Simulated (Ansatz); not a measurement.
Species: H$_{2}$Se, SMILES `[SeH2]` (charge 0, multiplicity 1), formula H$_{2}$Se.

### Question
How many basis functions does Ansatz (a program for electronic structure) with frozen-core CCSD(T)/def2-TZVPP // PBE0-D3(BJ)/def2-TZVP use, how many core orbitals are frozen, and how many electrons are correlated?

### Answer
76 basis functions and 9 frozen orbitals, which leaves 18 correlated electrons (filled d shells below the valence shell are correlated). Core time is of the order of seconds.
